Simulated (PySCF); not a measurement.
Gas-phase reaction: Ge₃H₈ + GeH₄ + 2 F₂ ⇌ 4 GeH₃F

Method: PySCF energies plus ideal-gas RRHO corrections (1 bar). † marks an energy on the PBE0/def2-TZVP geometry and frequencies; other levels use their own. 6-31G* has spherical d functions here. All species are closed-shell singlets. Ge: all electrons, no relativistic terms. The harmonic model lacks anharmonicity and excited electronic states, which grow with temperature; levels with a mode under 35 cm⁻¹ are left out. Internal rotation in Ge₃H₈ is treated as a harmonic vibration of one conformer, which makes the entropy rough.

| level | ΔE electronic, kJ | ΔH°(298 K), kJ | ΔS°(298 K), J/K | ΔG°(2000 K), kJ |
|---|---|---|---|---|
| HF/6-31G* | -1294 | -1287 | 1 | -1254 |
| PBE/def2-TZVP† | -1134 | -1129 | 0 | -1097 |
| PBE0/def2-SVP† | -1161 | -1156 | 0 | -1124 |
| r2SCAN/def2-TZVP† | -1199 | -1193 | 0 | -1161 |
| ωB97X-V/def2-TZVP† | -1217 | -1212 | 0 | -1180 |
ΔH° is lowest at HF/6-31G* and highest at PBE/def2-TZVP†. No reference value is set beside these.
